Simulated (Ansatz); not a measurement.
## Molecular dynamics of C2H6AlClSi

Input:

```yaml
crystal:
  periodic: [false, false, false]
  atoms:
    - { symbol: Cl, position_ang: [-3.605193, 0.189359, -0.59518] }
    - { symbol: Al, position_ang: [-1.49623, 0.133832, -0.443014] }
    - { symbol: C, position_ang: [-0.375057, 0.629743, 1.026691] }
    - { symbol: C, position_ang: [0.977188, -0.054304, 0.478673] }
    - { symbol: Si, position_ang: [0.460341, -0.727683, -1.278637] }
    - { symbol: H, position_ang: [-0.58603, 0.423042, 2.078484] }
    - { symbol: H, position_ang: [-0.19196, 1.692973, 0.867062] }
    - { symbol: H, position_ang: [1.821877, 0.670584, 0.580146] }
    - { symbol: H, position_ang: [1.240905, -0.867983, 1.19345] }
    - { symbol: H, position_ang: [1.221818, -0.069871, -2.325707] }
    - { symbol: H, position_ang: [0.662405, -2.16343, -1.415816] }
basis:
  gaussian: { orbitals: STO-3G }
hamiltonian:
  xc: r2scan
md:
  timestep: 0.5
  n_steps: 220
  ensemble: nvt_langevin
  temperature: 400.0
  initial_velocities: maxwell_boltzmann
  seed: 884432
  friction: 0.05
```

Launched with:

```bash
$ ansatz run input.yaml --threads 1 --pin off --max-ram 2048MiB --backend cpu --events-out ev --progress --plain --runs-dir out
```

It goes on from the last frame of an earlier run, with new velocities.

Output, in part (one step line in 4, the closing report, with atoms numbered from 0):

```
md step     0: t =     0.00 fs  T =   363.6 K  F+E_penalty+E_count = -28835.90599978 eV  E_kin = 0.517040 eV  (23 SCF iters)
md step     4: t =     2.00 fs  T =   275.0 K  F+E_penalty+E_count = -28835.83675061 eV  E_kin = 0.391061 eV  (24 SCF iters)
md step     8: t =     4.00 fs  T =   229.9 K  F+E_penalty+E_count = -28835.75241721 eV  E_kin = 0.326911 eV  (25 SCF iters)
md step    12: t =     6.00 fs  T =   272.8 K  F+E_penalty+E_count = -28835.74496747 eV  E_kin = 0.387936 eV  (24 SCF iters)
md step    16: t =     8.00 fs  T =   219.6 K  F+E_penalty+E_count = -28835.66936891 eV  E_kin = 0.312202 eV  (25 SCF iters)
md step    20: t =    10.00 fs  T =   431.9 K  F+E_penalty+E_count = -28835.76838621 eV  E_kin = 0.614092 eV  (25 SCF iters)
md step    24: t =    12.00 fs  T =   375.3 K  F+E_penalty+E_count = -28835.74843829 eV  E_kin = 0.533654 eV  (25 SCF iters)
md step    28: t =    14.00 fs  T =   355.9 K  F+E_penalty+E_count = -28835.65337942 eV  E_kin = 0.506026 eV  (24 SCF iters)
md step    32: t =    16.00 fs  T =   332.7 K  F+E_penalty+E_count = -28835.67273797 eV  E_kin = 0.473031 eV  (25 SCF iters)
md step    36: t =    18.00 fs  T =   349.8 K  F+E_penalty+E_count = -28835.65456471 eV  E_kin = 0.497361 eV  (25 SCF iters)
md step    40: t =    20.00 fs  T =   376.7 K  F+E_penalty+E_count = -28835.69082236 eV  E_kin = 0.535568 eV  (25 SCF iters)
md step    44: t =    22.00 fs  T =   449.7 K  F+E_penalty+E_count = -28835.85626620 eV  E_kin = 0.639406 eV  (25 SCF iters)
md step    48: t =    24.00 fs  T =   369.2 K  F+E_penalty+E_count = -28835.73394324 eV  E_kin = 0.524992 eV  (25 SCF iters)
md step    52: t =    26.00 fs  T =   298.5 K  F+E_penalty+E_count = -28835.75903416 eV  E_kin = 0.424459 eV  (25 SCF iters)
md step    56: t =    28.00 fs  T =   345.1 K  F+E_penalty+E_count = -28835.78054563 eV  E_kin = 0.490732 eV  (23 SCF iters)
md step    60: t =    30.00 fs  T =   363.1 K  F+E_penalty+E_count = -28835.72730971 eV  E_kin = 0.516284 eV  (25 SCF iters)
md step    64: t =    32.00 fs  T =   439.9 K  F+E_penalty+E_count = -28835.79805808 eV  E_kin = 0.625410 eV  (25 SCF iters)
md step    68: t =    34.00 fs  T =   401.9 K  F+E_penalty+E_count = -28835.67185240 eV  E_kin = 0.571439 eV  (24 SCF iters)
md step    72: t =    36.00 fs  T =   411.4 K  F+E_penalty+E_count = -28835.71640234 eV  E_kin = 0.584938 eV  (24 SCF iters)
md step    76: t =    38.00 fs  T =   253.7 K  F+E_penalty+E_count = -28835.59048152 eV  E_kin = 0.360729 eV  (25 SCF iters)
md step    80: t =    40.00 fs  T =   344.7 K  F+E_penalty+E_count = -28835.63330453 eV  E_kin = 0.490155 eV  (24 SCF iters)
md step    84: t =    42.00 fs  T =   424.6 K  F+E_penalty+E_count = -28835.61613467 eV  E_kin = 0.603708 eV  (24 SCF iters)
md step    88: t =    44.00 fs  T =   427.1 K  F+E_penalty+E_count = -28835.50615645 eV  E_kin = 0.607207 eV  (25 SCF iters)
md step    92: t =    46.00 fs  T =   424.9 K  F+E_penalty+E_count = -28835.61292806 eV  E_kin = 0.604129 eV  (26 SCF iters)
md step    96: t =    48.00 fs  T =   603.4 K  F+E_penalty+E_count = -28835.72771478 eV  E_kin = 0.857978 eV  (25 SCF iters)
md step   100: t =    50.00 fs  T =   622.4 K  F+E_penalty+E_count = -28835.79387678 eV  E_kin = 0.884912 eV  (24 SCF iters)
md step   104: t =    52.00 fs  T =   479.2 K  F+E_penalty+E_count = -28835.85673429 eV  E_kin = 0.681313 eV  (24 SCF iters)
md step   108: t =    54.00 fs  T =   410.7 K  F+E_penalty+E_count = -28835.74209487 eV  E_kin = 0.583913 eV  (26 SCF iters)
md step   112: t =    56.00 fs  T =   335.2 K  F+E_penalty+E_count = -28835.68607997 eV  E_kin = 0.476601 eV  (25 SCF iters)
md step   116: t =    58.00 fs  T =   369.9 K  F+E_penalty+E_count = -28835.77948972 eV  E_kin = 0.525914 eV  (25 SCF iters)
md step   120: t =    60.00 fs  T =   486.1 K  F+E_penalty+E_count = -28835.80457547 eV  E_kin = 0.691208 eV  (25 SCF iters)
md step   124: t =    62.00 fs  T =   415.8 K  F+E_penalty+E_count = -28835.82791192 eV  E_kin = 0.591176 eV  (24 SCF iters)
md step   128: t =    64.00 fs  T =   447.8 K  F+E_penalty+E_count = -28835.84836284 eV  E_kin = 0.636733 eV  (23 SCF iters)
md step   132: t =    66.00 fs  T =   347.5 K  F+E_penalty+E_count = -28835.76524818 eV  E_kin = 0.494032 eV  (21 SCF iters)
md step   136: t =    68.00 fs  T =   386.3 K  F+E_penalty+E_count = -28835.69073863 eV  E_kin = 0.549218 eV  (24 SCF iters)
md step   140: t =    70.00 fs  T =   329.2 K  F+E_penalty+E_count = -28835.55407241 eV  E_kin = 0.468085 eV  (25 SCF iters)
md step   144: t =    72.00 fs  T =   405.1 K  F+E_penalty+E_count = -28835.57023920 eV  E_kin = 0.576053 eV  (26 SCF iters)
md step   148: t =    74.00 fs  T =   462.8 K  F+E_penalty+E_count = -28835.64809859 eV  E_kin = 0.658057 eV  (25 SCF iters)
md step   152: t =    76.00 fs  T =   420.6 K  F+E_penalty+E_count = -28835.60290933 eV  E_kin = 0.598078 eV  (26 SCF iters)
md step   156: t =    78.00 fs  T =   470.2 K  F+E_penalty+E_count = -28835.69755103 eV  E_kin = 0.668619 eV  (26 SCF iters)
md step   160: t =    80.00 fs  T =   421.0 K  F+E_penalty+E_count = -28835.58108139 eV  E_kin = 0.598593 eV  (26 SCF iters)
md step   164: t =    82.00 fs  T =   371.8 K  F+E_penalty+E_count = -28835.56580416 eV  E_kin = 0.528685 eV  (27 SCF iters)
md step   168: t =    84.00 fs  T =   506.5 K  F+E_penalty+E_count = -28835.64584266 eV  E_kin = 0.720141 eV  (23 SCF iters)
md step   172: t =    86.00 fs  T =   681.6 K  F+E_penalty+E_count = -28835.79889545 eV  E_kin = 0.969134 eV  (24 SCF iters)
md step   176: t =    88.00 fs  T =   575.3 K  F+E_penalty+E_count = -28835.69987983 eV  E_kin = 0.817956 eV  (25 SCF iters)
md step   180: t =    90.00 fs  T =   341.3 K  F+E_penalty+E_count = -28835.42272451 eV  E_kin = 0.485307 eV  (25 SCF iters)
md step   184: t =    92.00 fs  T =   323.0 K  F+E_penalty+E_count = -28835.43293200 eV  E_kin = 0.459311 eV  (25 SCF iters)
md step   188: t =    94.00 fs  T =   309.4 K  F+E_penalty+E_count = -28835.34331375 eV  E_kin = 0.439931 eV  (26 SCF iters)
md step   192: t =    96.00 fs  T =   300.1 K  F+E_penalty+E_count = -28835.39038792 eV  E_kin = 0.426768 eV  (26 SCF iters)
md step   196: t =    98.00 fs  T =   369.1 K  F+E_penalty+E_count = -28835.50422470 eV  E_kin = 0.524788 eV  (25 SCF iters)
md step   200: t =   100.00 fs  T =   400.4 K  F+E_penalty+E_count = -28835.62035520 eV  E_kin = 0.569355 eV  (25 SCF iters)
md step   204: t =   102.00 fs  T =   369.6 K  F+E_penalty+E_count = -28835.68773156 eV  E_kin = 0.525558 eV  (24 SCF iters)
md step   208: t =   104.00 fs  T =   347.3 K  F+E_penalty+E_count = -28835.63643156 eV  E_kin = 0.493850 eV  (24 SCF iters)
md step   212: t =   106.00 fs  T =   310.8 K  F+E_penalty+E_count = -28835.69806642 eV  E_kin = 0.441916 eV  (25 SCF iters)
md step   216: t =   108.00 fs  T =   264.5 K  F+E_penalty+E_count = -28835.62702967 eV  E_kin = 0.376134 eV  (25 SCF iters)
md step   220: t =   110.00 fs  T =   400.8 K  F+E_penalty+E_count = -28835.68920296 eV  E_kin = 0.569816 eV  (23 SCF iters)
Total energy: -28835.68920953 eV, -1059.6920329182 hartree
Atom 0 at    -3.499214     0.111568    -0.637960 Å, force    -0.781100     0.007397    -0.066195 eV/Å
Atom 1 at    -1.492958     0.556555    -0.717490 Å, force     0.737918    -0.157592    -0.236793 eV/Å
Atom 2 at    -0.397435     0.989267     0.776798 Å, force    -0.527611    -2.153794     0.019352 eV/Å
Atom 3 at     0.755185    -0.110298     0.375370 Å, force    -1.597591     0.126481     0.720767 eV/Å
Atom 4 at     0.262547    -0.668292    -1.450922 Å, force     1.930443     0.653215     0.102673 eV/Å
Atom 5 at    -0.965816     0.721763     1.696791 Å, force     0.622032     0.040017    -0.184947 eV/Å
Atom 6 at     0.023673     1.955061     0.922258 Å, force     0.568951     1.284366     0.123463 eV/Å
Atom 7 at     1.682404     0.456022     0.352409 Å, force     0.645181    -0.081636     0.009186 eV/Å
Atom 8 at     0.829058    -0.907381     1.175097 Å, force    -0.077576     0.734049    -1.005619 eV/Å
Atom 9 at     1.406313    -0.117135    -2.271001 Å, force    -1.272409    -0.333795     0.458147 eV/Å
Atom 10 at     0.357522    -2.098255    -1.665029 Å, force    -0.248238    -0.118708     0.059965 eV/Å
Dipole moment:     0.277920     0.286787    -0.218039 e Å
```

All steps were run. A run of 0.11 ps of so small a system gives no equilibrium averages. Limits of this set-up: minimal basis.

The same pairs are bonded in the first frame and the last. Pairs count as bonded within 1.25 times the sum of covalent radii (0.12 Å more for H–H).

Last frame:

```xyz
11
Properties=species:S:1:pos:R:3
Cl -3.499 0.112 -0.638
Al -1.493 0.557 -0.718
C -0.397 0.989 0.777
C 0.755 -0.110 0.375
Si 0.263 -0.668 -1.451
H -0.966 0.722 1.697
H 0.024 1.955 0.922
H 1.682 0.456 0.352
H 0.829 -0.907 1.175
H 1.406 -0.117 -2.271
H 0.357 -2.098 -1.665
```

The run took 17 min on 1 thread of Arm Neoverse V2, with other jobs on the host, peak memory 0.22 GiB.
